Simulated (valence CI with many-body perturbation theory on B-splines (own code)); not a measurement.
**Level structure of Pr¹⁹⁺**

Computed by configuration interaction combined with many-body perturbation theory (CI+MBPT): four valence electrons over a frozen Dirac-Fock core [Kr], a basis of 9 s, 9 p, 10 d, 8 f, 5 g, 3 h, 1 i functions for each j, with the one-electron correlation potential Σ1, the two-electron term Σ2, the three-electron term Σ3, Breit, model QED; selected CI, second order for the rest (own B-spline code, finite nucleus).

No measured spectrum was set against this ion. As an estimate, terms of the open shell hold to 2 to 4 % of their energy, and close levels can change places. Only levels of the ground parity were solved; by the run's estimate the other parity begins above the list, which can be wrong where configurations are misplaced.

Levels 1 to 34 of 34, with energies above the lowest level, (4d3/2^4) J=0. "Leading %" is the weight of the configuration and term that name the level; weights of strongly mixed levels are sums over their largest components and can fall short. In the jj column 3d3/2^4 stands for four electrons in 3d with j = 3/2.

| No. | Configuration | Term | J | E (cm⁻¹) | Leading % | Leading jj | Second component | g |
| --- | --- | --- | --- | --- | --- | --- | --- | --- |
| 1 | 4d4 | 5D | 0 | 0.0 | 51 | 4d3/2^4 (86 %) | 43 % 4d4 3P |  |
| 2 | 4d4 | 5D | 1 | 19972 | 78 | 4d3/2^3 4d5/2 (89 %) | 21 % 4d4 3P | 1.498 |
| 3 | 4d4 | 5D | 2 | 33938 | 84 | 4d3/2^2 4d5/2^2 (48 %) | 5 % 4d4 3P | 1.441 |
| 4 | 4d4 | 5D | 3 | 42720 | 72 | 4d3/2^3 4d5/2 (46 %) | 14 % 4d4 3F | 1.393 |
| 5 | 4d4 | 5D | 4 | 44766 | 38 | 4d3/2^3 4d5/2 (76 %) | 30 % 4d4 3F | 1.246 |
| 6 | 4d4 | 5D | 0 | 63550 | 46 | 4d3/2^2 4d5/2^2 (82 %) | 36 % 4d4 3P |  |
| 7 | 4d4 | 3H | 4 | 66390 | 48 | 4d3/2^2 4d5/2^2 (71 %) | 35 % 4d4 5D | 1.086 |
| 8 | 4d4 | 3G | 3 | 74798 | 61 | 4d3/2^2 4d5/2^2 (56 %) | 16 % 4d4 5D | 0.940 |
| 9 | 4d4 | 3F | 2 | 76940 | 52 | 4d3/2^2 4d5/2^2 (58 %) | 21 % 4d4 1D | 0.914 |
| 10 | 4d4 | 3H | 5 | 80629 | 73 | 4d3/2^2 4d5/2^2 (99 %) | 27 % 4d4 3G | 1.077 |
| 11 | 4d4 | 3P | 1 | 83793 | 65 | 4d3/2^2 4d5/2^2 (77 %) | 20 % 4d4 3D | 1.295 |
| 12 | 4d4 | 3H | 6 | 86820 | 64 | 4d3/2^2 4d5/2^2 (94 %) | 35 % 4d4 1I | 1.106 |
| 13 | 4d4 | 3G | 4 | 94180 | 65 | 4d3/2^2 4d5/2^2 (89 %) | 26 % 4d4 1G | 1.027 |
| 14 | 4d4 | 3D | 2 | 96623 | 44 | 4d3/2^2 4d5/2^2 (86 %) | 34 % 4d4 3P | 1.174 |
| 15 | 4d4 | 3D | 3 | 98449 | 43 | 4d3/2^2 4d5/2^2 (76 %) | 40 % 4d4 3F | 1.175 |
| 16 | 4d4 | 3F | 4 | 104920 | 44 | 4d3/2 4d5/2^3 (61 %) | 22 % 4d4 5D | 1.173 |
| 17 | 4d4 | 3F | 3 | 113950 | 46 | 4d3/2 4d5/2^3 (83 %) | 24 % 4d4 3G | 1.092 |
| 18 | 4d4 | 1D | 2 | 117590 | 35 | 4d3/2^2 4d5/2^2 (52 %) | 34 % 4d4 3P | 1.095 |
| 19 | 4d4 | 3G | 5 | 121170 | 73 | 4d3/2 4d5/2^3 (99 %) | 27 % 4d4 3H | 1.153 |
| 20 | 4d4 | 3D | 1 | 123880 | 76 | 4d3/2 4d5/2^3 (83 %) | 17 % 4d4 3P | 0.729 |
| 21 | 4d4 | 1I | 6 | 125250 | 64 | 4d3/2 4d5/2^3 (94 %) | 35 % 4d4 3H | 1.058 |
| 22 | 4d4 | 3F | 4 | 133620 | 50 | 4d3/2^2 4d5/2^2 (70 %) | 38 % 4d4 1G | 1.113 |
| 23 | 4d4 | 3P | 2 | 137380 | 58 | 4d3/2^2 4d5/2^2 (54 %) | 23 % 4d4 3D | 1.291 |
| 24 | 4d4 | 1S | 0 | 139860 | 65 | 4d3/2 4d5/2^3 (83 %) | 34 % 4d4 3P |  |
| 25 | 4d4 | 1F | 3 | 144690 | 52 | 4d3/2 4d5/2^3 (87 %) | 27 % 4d4 3D | 1.075 |
| 26 | 4d4 | 3F | 2 | 149160 | 45 | 4d3/2^2 4d5/2^2 (54 %) | 42 % 4d4 3P | 1.064 |
| 27 | 4d4 | 1G | 4 | 167860 | 43 | 4d5/2^4 (69 %) | 42 % 4d4 3F | 1.112 |
| 28 | 4d4 | 3F | 3 | 169220 | 73 | 4d3/2 4d5/2^3 (98 %) | 24 % 4d4 1F | 1.066 |
| 29 | 4d4 | 3P | 1 | 170590 | 96 | 4d3/2 4d5/2^3 (94 %) |  | 1.473 |
| 30 | 4d4 | 1D | 2 | 171880 | 43 | 4d5/2^4 (49 %) | 30 % 4d4 3F | 1.008 |
| 31 | 4d4 | 3P | 0 | 177370 | 72 | 4d3/2^2 4d5/2^2 (56 %) | 26 % 4d4 1S |  |
| 32 | 4d4 | 1G | 4 | 178610 | 60 | 4d3/2 4d5/2^3 (80 %) | 31 % 4d4 3F | 1.083 |
| 33 | 4d4 | 1D | 2 | 210710 | 83 | 4d3/2 4d5/2^3 (42 %) | 7 % 4d4 3D | 1.000 |
| 34 | 4d4 | 1S | 0 | 261310 | 84 | 4d5/2^4 (52 %) | 14 % 4d4 3P |  |

The ionisation energy to 4d3 4F_3/2 of the next ion comes out as 555.5 eV (NIST: 554 ± 4 eV (theoretical)). All 34 levels together are meant to be complete up to 271770 cm⁻¹.
